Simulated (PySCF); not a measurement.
Ta(OH)4 (H₄O₄Ta), SMILES [OH][Ta]([OH])([OH])[OH] (connectivity only; charge and spin as stated), neutral, multiplicity 2. Atoms are numbered in the order given.

```xyz
9

Ta     0.0000     0.0000    -0.0142
O      0.6504    -1.2615     1.2830
H      1.3485    -1.2448     1.9448
O     -0.6504     1.2615     1.2830
H     -1.3485     1.2448     1.9448
O     -0.5444    -1.3254    -1.2828
H     -1.2909    -1.9135    -1.4282
O      0.5444     1.3254    -1.2828
H      1.2909     1.9135    -1.4282
```
Charge 0, spin multiplicity 2.

Coordinates come from a r2SCAN-D4/def2-SVP optimisation. The multiplicity is an assumed one; other spin states were not compared. The def2 effective core potentials stand for the cores of Ta; spin–orbit coupling is left out. Other conformers were not sampled.

Computed with TDA-ωB97X/def2-SVPD run with PySCF 2.14.0.

Vertical excitations. The molecule is in vacuum.

**Question.** Estimate the UV-visible absorptions. (The exact figures need the calculation; the answer reports its results.)

**Answer.** 
```json
[
 {"state": "root 1", "energy (eV)": "2.36", "λ (nm)": "524", "f": "0.000", "main pairs": "α HOMO→LUMO+3 61 %, α HOMO→LUMO+1 36 %"},
 {"state": "root 2", "energy (eV)": "2.38", "λ (nm)": "520", "f": "0.000", "main pairs": "α HOMO→LUMO+2 85 %"},
 {"state": "root 3", "energy (eV)": "2.46", "λ (nm)": "504", "f": "0.000", "main pairs": "α HOMO→LUMO+4 80 %"},
 {"state": "root 4", "energy (eV)": "4.30", "λ (nm)": "288", "f": "0.109", "main pairs": "α HOMO→LUMO+7 47 %, α HOMO→LUMO+1 26 %, α HOMO→LUMO+3 14 %, α HOMO→LUMO+12 8 %"},
 {"state": "root 5", "energy (eV)": "4.47", "λ (nm)": "277", "f": "0.001", "main pairs": "α HOMO→LUMO 90 %"},
 {"state": "root 6", "energy (eV)": "5.21", "λ (nm)": "238", "f": "0.032", "main pairs": "α HOMO→LUMO+1 35 %, α HOMO→LUMO+7 32 %, α HOMO→LUMO+3 21 %, α HOMO→LUMO+12 5 %"},
 {"state": "root 7", "energy (eV)": "5.29", "λ (nm)": "234", "f": "0.000", "main pairs": "β HOMO→LUMO 94 %"},
 {"state": "root 8", "energy (eV)": "5.85", "λ (nm)": "212", "f": "0.026", "main pairs": "α HOMO→LUMO+5 85 %"},
 {"state": "root 9", "energy (eV)": "5.87", "λ (nm)": "211", "f": "0.003", "main pairs": "β HOMO−1→LUMO 90 %"},
 {"state": "root 10", "energy (eV)": "5.95", "λ (nm)": "208", "f": "0.001", "main pairs": "β HOMO−2→LUMO 88 %"}
]
```
Unrestricted roots are not spin-pure.
